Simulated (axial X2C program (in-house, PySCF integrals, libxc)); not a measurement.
## How long does SnB take?

A bond scan computed with an in-house relativistic program for diatomic molecules. Basis: Sn dyall-cv3z [11s12p9d4f1g], B dyall-v3z [7s6p2d1f] (cores contracted in-house).

Input:
```json
{"zs": [50, 5], "q": 0, "bas": ["dyall-cv3z", "dyall-v3z"], "levels": ["PBE0", "HF", "B3LYP"], "cc": true, "r0": 2.25, "thr": -1.0, "nmax": 90, "npts": 10, "nst": 2, "ntry": 6}
```
```bash
python so2c.py task.json out
```

Keys: zs atomic numbers; q charge; bas basis sets; levels methods; cc coupled cluster on or off; r0 starting distance in Å; thr threshold in hartree for freezing inner shells (an s shell follows its p shell); nmax most natural virtual spinors; npts points on the curve; nst determinants followed; ntry starts of the search. HF also brings MP2.

Hardware: 1 thread of Arm Neoverse V2, with other jobs on the host.

Wall time of one point of each curve, integrals apart:

```csv
Hamiltonian,level,points,seconds a point
spin-free,PBE0,10,0.67
spin-free,HF,10,0.42
spin-free,"CCSD(T) (7 electrons, 89 virtuals)",7,2.1
spin-free,B3LYP,10,0.71
2c,PBE0,10,1
2c,HF,10,0.97
2c,"CCSD(T) (7 electrons, 90 virtuals)",7,3.3
2c,B3LYP,10,1.1
```

The rest:

Search with its distance optimisation 23 s, atoms 5.5 s, whole task 120 s. Coupled cluster runs on the points near the minimum only. The program drops outer points, and coupled cluster, when its time limit (not in the input) nears; MP2, further determinants and curves that did not converge are not in the table.
